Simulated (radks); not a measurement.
Values are calculated unless marked as measured or tabulated.
The nuclear charge of the rhodium ion Rh+ is varied continuously with 44 electrons held in [Kr] 4d8. Code: a radial shooting solver on a logarithmic mesh with Libxc functionals. Model: scalar-relativistic Kohn-Sham, BLYP, spin-polarised, spherical densities, finite nucleus; open shells are filled with parallel spins first (spin-orbit coupling, left out, can overturn this in heavy ions); Fermi nuclear charge, rms radius 4.4945 fm. By the Hellmann-Feynman theorem dE/dZ = E(electron-nucleus)/Z, the electronic potential at the nucleus (averaged over a nucleus of fixed radius). The scalar-relativistic energy here is not variational (the density holds large components alone), so the two differ by a part that grows with Z.

Z     E (hartree)  E(electron-nucleus)/Z (hartree)  HOMO  e(HOMO) (eV)  <r> HOMO (bohr)
44.6  -4682.16170                         -253.210    4d        -8.255            1.670
44.8  -4733.09353                         -254.774    4d       -10.476            1.617
45    -4784.34033                         -256.338    4d       -12.835            1.569
45.2  -4835.90191                         -257.900    4d       -15.322            1.526
45.4  -4887.77816                         -259.462    4d       -17.934            1.487
45.6  -4939.96900                         -261.024    4d       -20.663            1.451
45.8  -4992.47438                         -262.585    4d       -23.507            1.418
46    -5045.29431                         -264.146    4d       -26.460            1.387

The central difference of E at Z = 45 is -257.021 hartree, to compare with the third column; the second derivative is -7.87 hartree.
